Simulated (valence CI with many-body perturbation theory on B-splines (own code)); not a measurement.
# E1 line list for Er⁵⁴⁺

Computed by configuration interaction combined with many-body perturbation theory (CI+MBPT): four valence electrons over a frozen Dirac-Fock core [Ne], radial functions for each j: 11 s, 11 p, 10 d, 8 f, 5 g, 2 h, with the one-electron correlation potential Σ1 (screened to all orders), the two-electron term Σ2, the three-electron term Σ3, Breit, model QED; selected single and double excitations, second order for the rest, scaled by the run's own slope (own B-spline code, finite nucleus).

The last digits are not significant, and no measured levels were compared; by estimate large intervals hold to a few tenths of a per cent, small ones and those within an open d or f shell to about a per cent. Among the levels kept, up to 570 cm⁻¹ of a level comes from second order outside the variational space, and about a tenth of that is noise between levels of different J, which matters for small intervals.

Lines 51 to 100 of 562 in falling wavelength, among levels below 1309.3 eV, chosen from the strongest by gf and those to the six lowest levels. Wavelengths and rates use the calculated energies. Electric multipoles are in the length gauge, E1 and E2 with the static RPA response of the core. Weak lines are less certain than strong ones. Lines between different terms over intervals too small for the method are left out, as are lines whose strength nearly cancels. Where a level lies close to another of its J and parity, the split of strength between their lines is uncertain. The highest levels of a list are the least certain.

Levels are named by their leading jj configuration (3d3/2^4 stands for four electrons in 3d with j = 3/2), which in mixed levels can hold well under half, so a name can repeat and another be missing. Letters in brackets count levels of one name in rising energy.

| λ vac (nm) | Upper | Lower | A (s⁻¹) | S (a.u.) with core polarisation | S without |
| --- | --- | --- | --- | --- | --- |
| 7.454 | (3p1/2^2 3d3/2^2) J=2 | (3s 3p1/2 3d3/2^2) J=3 | 4.74e+10 | 4.85e-02 | 4.93e-02 |
| 7.446 | (3s 3p1/2 3p3/2^2) J=2 [b] | (3s^2 3p3/2^2) J=2 | 1.94e+10 | 1.98e-02 | 2.01e-02 |
| 7.410 | (3p1/2 3p3/2^3) J=1 | (3s 3p3/2^3) J=2 | 3.63e+10 | 2.19e-02 | 2.23e-02 |
| 7.334 | (3s 3p1/2 3d3/2 3d5/2) J=3 [b] | (3s 3p1/2 3p3/2 3d5/2) J=4 [c] | 1.37e+10 | 1.87e-02 | 1.90e-02 |
| 7.287 | (3s 3p1/2 3d3/2 3d5/2) J=3 [a] | (3s 3p1/2 3p3/2 3d5/2) J=4 [b] | 1.82e+10 | 2.43e-02 | 2.47e-02 |
| 7.279 | (3p1/2 3p3/2^2 3d5/2) J=3 [a] | (3s 3p3/2^2 3d5/2) J=4 [a] | 3.65e+10 | 4.87e-02 | 4.95e-02 |
| 7.250 | (3s 3p1/2 3p3/2 3d5/2) J=3 [c] | (3s^2 3p3/2 3d5/2) J=4 | 2.46e+10 | 3.23e-02 | 3.29e-02 |
| 7.226 | (3p1/2^2 3d3/2 3d5/2) J=4 | (3s 3p1/2 3d3/2 3d5/2) J=4 [b] | 1.90e+10 | 3.18e-02 | 3.23e-02 |
| 7.182 | (3s 3p1/2^2 3p3/2) J=1 | (3s^2 3p1/2 3p3/2) J=1 | 1.08e+10 | 5.94e-03 | 6.04e-03 |
| 7.152 | (3s 3p1/2 3p3/2 3d5/2) J=4 [c] | (3s^2 3p3/2 3d5/2) J=4 | 1.55e+10 | 2.51e-02 | 2.55e-02 |
| 7.151 | (3s 3p1/2 3p3/2 3d3/2) J=2 [e] | (3s^2 3p3/2 3d3/2) J=3 | 2.44e+10 | 2.21e-02 | 2.24e-02 |
| 7.143 | (3p1/2 3p3/2^2 3d5/2) J=4 [a] | (3s 3p3/2^2 3d5/2) J=5 | 3.81e+10 | 6.17e-02 | 6.27e-02 |
| 7.121 | (3p1/2^2 3d3/2 3d5/2) J=4 | (3s 3p1/2 3d3/2 3d5/2) J=5 | 6.36e+10 | 1.02e-01 | 1.04e-01 |
| 7.074 | (3p1/2 3p3/2^2 3d5/2) J=4 [b] | (3s 3p3/2^2 3d5/2) J=4 [a] | 2.67e+10 | 4.20e-02 | 4.27e-02 |
| 7.060 | (3p1/2 3p3/2^2 3d3/2) J=2 [b] | (3s 3p3/2^2 3d3/2) J=3 [a] | 2.34e+10 | 2.03e-02 | 2.07e-02 |
| 7.051 | (3s 3p1/2^2 3d3/2) J=1 | (3s 3p1/2^2 3p3/2) J=1 | 1.23e+10 | 6.36e-03 | 6.46e-03 |
| 7.015 | (3p1/2^2 3d3/2 3d5/2) J=3 | (3s 3p1/2 3d3/2 3d5/2) J=4 [a] | 5.55e+10 | 6.62e-02 | 6.73e-02 |
| 7.007 | (3p1/2 3p3/2^2 3d3/2) J=3 [b] | (3s 3p3/2^2 3d3/2) J=4 | 4.88e+10 | 5.80e-02 | 5.89e-02 |
| 7.002 | (3p1/2^2 3p3/2 3d5/2) J=4 | (3s 3p1/2 3p3/2 3d5/2) J=5 | 5.88e+10 | 8.96e-02 | 9.11e-02 |
| 6.942 | (3p1/2^2 3p3/2 3d3/2) J=3 | (3s 3p1/2 3p3/2 3d3/2) J=4 | 6.94e+10 | 8.03e-02 | 8.16e-02 |
| 6.939 | (3p1/2 3p3/2^2 3d5/2) J=5 | (3s 3p3/2^2 3d5/2) J=5 | 2.98e+10 | 5.41e-02 | 5.50e-02 |
| 6.932 | (3p1/2^2 3p3/2 3d3/2) J=2 | (3s 3p1/2 3p3/2 3d3/2) J=3 [a] | 4.18e+10 | 3.44e-02 | 3.49e-02 |
| 6.872 | (3p1/2^2 3d3/2^2) J=2 | (3s 3p1/2 3d3/2^2) J=2 [a] | 3.35e+10 | 2.68e-02 | 2.72e-02 |
| 6.816 | (3s 3p1/2 3p3/2 3d3/2) J=2 [b] | (3s 3p1/2 3p3/2^2) J=3 | 4.61e+10 | 3.60e-02 | 3.66e-02 |
| 6.805 | (3s 3p1/2^2 3d3/2) J=2 | (3s 3p1/2^2 3p3/2) J=1 | 4.31e+09 | 3.35e-03 | 3.41e-03 |
| 6.805 | (3s 3p1/2 3d3/2 3d5/2) J=3 [b] | (3s 3p1/2 3p3/2 3d5/2) J=4 [b] | 1.97e+10 | 2.14e-02 | 2.18e-02 |
| 6.611 | (3p1/2^2 3d3/2 3d5/2) J=2 | (3s 3p1/2 3d3/2 3d5/2) J=3 [b] | 3.99e+10 | 2.84e-02 | 2.89e-02 |
| 6.547 | (3s^2 3p1/2 3d3/2) J=2 | (3s^2 3p1/2 3p3/2) J=2 | 7.12e+09 | 4.93e-03 | 5.00e-03 |
| 6.500 | (3p1/2^2 3d3/2^2) J=2 | (3p1/2^2 3p3/2 3d3/2) J=3 | 2.52e+10 | 1.70e-02 | 1.73e-02 |
| 6.452 | (3p1/2^2 3p3/2 3d3/2) J=1 | (3s 3p1/2 3p3/2 3d3/2) J=2 [b] | 6.44e+10 | 2.56e-02 | 2.60e-02 |
| 6.283 | (3p1/2^2 3p3/2 3d5/2) J=4 | (3s 3p1/2 3p3/2 3d5/2) J=4 [a] | 3.02e+10 | 3.32e-02 | 3.38e-02 |
| 6.266 | (3s^2 3p1/2 3d3/2) J=2 | (3s^2 3p1/2 3p3/2) J=1 | 2.89e+08 | 1.75e-04 | 1.77e-04 |
| 6.155 | (3s 3p1/2^2 3d3/2) J=1 | (3s 3p1/2^2 3p3/2) J=2 | 4.41e+09 | 1.52e-03 | 1.55e-03 |
| 6.109 | (3s 3p1/2 3d3/2 3d5/2) J=4 [b] | (3s 3p1/2 3p3/2 3d5/2) J=4 [b] | 1.90e+10 | 1.93e-02 | 1.96e-02 |
| 5.967 | (3s 3p1/2^2 3d3/2) J=2 | (3s 3p1/2^2 3p3/2) J=2 | 1.19e+10 | 6.25e-03 | 6.34e-03 |
| 5.696 | (3s 3p1/2^2 3d5/2) J=3 | (3s^2 3p1/2 3d3/2) J=2 | 1.77e+08 | 1.13e-04 | 1.15e-04 |
| 5.695 | (3p1/2^2 3d3/2 3d5/2) J=4 | (3p1/2^2 3p3/2 3d5/2) J=4 | 3.04e+10 | 2.49e-02 | 2.53e-02 |
| 5.619 | (3s 3p1/2 3d3/2 3d5/2) J=5 | (3s 3p1/2 3p3/2 3d5/2) J=5 | 1.99e+10 | 1.92e-02 | 1.94e-02 |
| 5.450 | (3s^2 3p1/2 3d3/2) J=1 | (3s^2 3p1/2 3p3/2) J=2 | 3.78e+09 | 9.05e-04 | 9.22e-04 |
| 5.386 | (3s 3p1/2^2 3d5/2) J=2 | (3s^2 3p1/2 3d3/2) J=2 | 9.61e+08 | 3.71e-04 | 3.77e-04 |
| 5.254 | (3s^2 3p1/2 3d3/2) J=1 | (3s^2 3p1/2 3p3/2) J=1 | 2.24e+09 | 4.81e-04 | 4.87e-04 |
| 5.210 | (3s 3p1/2 3d5/2^2) J=4 [a] | (3s 3p1/2 3p3/2 3d5/2) J=3 [c] | 3.07e+10 | 1.93e-02 | 1.96e-02 |
| 5.145 | (3s 3p1/2 3d5/2^2) J=3 [b] | (3s 3p1/2 3p3/2 3d5/2) J=2 [d] | 1.37e+11 | 6.44e-02 | 6.53e-02 |
| 5.133 | (3s 3p1/2 3d5/2^2) J=3 [a] | (3s 3p1/2 3p3/2 3d5/2) J=2 [c] | 3.77e+10 | 1.76e-02 | 1.78e-02 |
| 5.059 | (3s 3p1/2 3d5/2^2) J=4 [b] | (3s 3p1/2 3p3/2 3d5/2) J=3 [d] | 1.66e+11 | 9.57e-02 | 9.70e-02 |
| 5.043 | (3s 3p1/2 3d3/2 3d5/2) J=3 [c] | (3s 3p1/2 3p3/2 3d3/2) J=3 [c] | 3.46e+10 | 1.53e-02 | 1.55e-02 |
| 5.034 | (3s 3p1/2 3d5/2^2) J=5 | (3s 3p1/2 3p3/2 3d5/2) J=4 [c] | 6.42e+10 | 4.45e-02 | 4.51e-02 |
| 5.008 | (3s 3p1/2 3d5/2^2) J=3 [b] | (3s 3p1/2 3p3/2 3d5/2) J=2 [c] | 8.36e+10 | 3.63e-02 | 3.68e-02 |
| 4.989 | (3s 3p1/2 3d3/2 3d5/2) J=4 [b] | (3s 3p1/2 3p3/2 3d3/2) J=3 [c] | 8.44e+10 | 4.65e-02 | 4.72e-02 |
| 4.979 | (3s 3p1/2 3d5/2^2) J=3 [b] | (3s 3p1/2 3p3/2 3d5/2) J=3 [d] | 5.85e+10 | 2.50e-02 | 2.53e-02 |
